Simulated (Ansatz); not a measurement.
Total energies of RuF₃ from Ansatz at r2SCAN-D4/def2-TZVP, gas phase (1 Eh = 27.2114 eV = 2625.5 kJ/mol). The reference geometry is relaxed at PBE0-D4/def2-TZVP.

```xyz
4

Ru    0.001   -0.001   -0.001
F    -1.313   -1.126    0.552
F     1.713   -0.592   -0.126
F    -0.401    1.719   -0.425
```

```json
{"state": "charge 0 doublet", "geometry": "reference", "energy (Eh)": "-394.48969"}
{"state": "charge 1 triplet", "geometry": "reference", "energy (Eh)": "-394.12051"}
{"state": "charge 0 quartet", "geometry": "relaxed at PBE0-D4/def2-TZVP", "energy (Eh)": "-394.51400"}
{"state": "free Ru atom (quintet)", "geometry": "–", "energy (Eh)": "-94.83724"}
{"state": "free F atom (doublet)", "geometry": "–", "energy (Eh)": "-99.72763"}
```

In the def2 sets Ru takes a core potential; there is no spin–orbit coupling.

Task: Work out the vertical ionisation energy to the triplet.

Result: E(charge 1 triplet) − E(charge 0 doublet) = -394.12051 − (-394.48969) = 0.36918 Eh = 10.05 eV. For comparison, −ε of the highest occupied level of the spin that leaves is 6.21 eV at this level, 3.84 eV less.

Task: Which of the charge 0 states is lowest, and how far above it are the others?

Result: The quartet. doublet: -394.48969 − (-394.51400) = 0.02431 Eh = 63.8 kJ/mol.

Task: What is the binding energy per atom against free atoms?

Result: Atoms: 1 × (-94.83724) + 3 × (-99.72763) = -394.02013 Eh. Binding: -394.02013 − (-394.48969) = 0.46956 Eh = 12.78 eV, or 3.19 eV for each of 4 atoms (no zero-point energy, no counterpoise term).

The structure comes from a short search, and lower isomers may exist.
